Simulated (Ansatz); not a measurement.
Ansatz (a quantum-chemistry and plane-wave program) job for C4H4ClF, SMILES C=C=C(F)CCl, PBE/def2-SVPD. Coordinates come from a B3LYP-D3(BJ)/def2-SVP optimisation. The structure was generated by enumeration, and PubChem lists no compound with its InChIKey, so it may never have been made. One conformer was computed; it need not be the lowest.

Ansatz 0.2 input:
```yaml
crystal:
  periodic: [false, false, false]
  atoms:
    - {symbol: C, position_ang: [2.50270126, -0.20438814, -1.53342195]}
    - {symbol: C, position_ang: [1.40403247, -0.41608344, -0.85668585]}
    - {symbol: C, position_ang: [0.28182321, -0.60197817, -0.19920992]}
    - {symbol: F, position_ang: [0.18319544, -1.53322482, 0.77059153]}
    - {symbol: C, position_ang: [-0.98001596, 0.15007926, -0.43612206]}
    - {symbol: Cl, position_ang: [-1.42186784, 1.18822136, 0.98620864]}
    - {symbol: H, position_ang: [2.71527762, -0.73868632, -2.46772874]}
    - {symbol: H, position_ang: [3.25761545, 0.51302849, -1.18826404]}
    - {symbol: H, position_ang: [-1.81868487, -0.54551491, -0.58261054]}
    - {symbol: H, position_ang: [-0.88245982, 0.80465604, -1.30962868]}
basis:
  gaussian:
    orbitals: def2-SVPD
hamiltonian:
  xc: {name: PBE}
```

Log of the run:

```
WARN ansatz: RAYON_NUM_THREADS=1 ignored (pool sized by the plan → 1); use --threads N
Functional definition: PBE
integrals: 0.10 GiB planned
1393 factors; their error is unknown
mean field: 0.64 GiB planned
mean field evaluation 1: about -19421.4941 eV, gradient 5.4e1 eV
mean field evaluation 2: about -19412.2109 eV, gradient 7.7e1 eV
mean field evaluation 4: about -19429.0669 eV, gradient 8.6e0 eV
mean field evaluation 8: about -19429.2340 eV, gradient 3.2e-1 eV
mean field evaluation 16: about -19429.1603 eV, gradient 3.3e-4 eV
mean field -19429.16025106 eV, -714.0084696688 hartree, gradient 2.1e-5 eV, S^2 0.000000; 0 other end points of the search recorded, 0 dependent functions left out
reference -19429.16030129 eV, -714.0084715146 hartree; 27, 27 occupied and 135, 135 virtual orbitals, 1393 factors
Total energy: -19429.16030129 eV, -714.0084715146 hartree
```

The calculation finished and met its thresholds.

Cost: about 3 core-seconds (a rough figure).
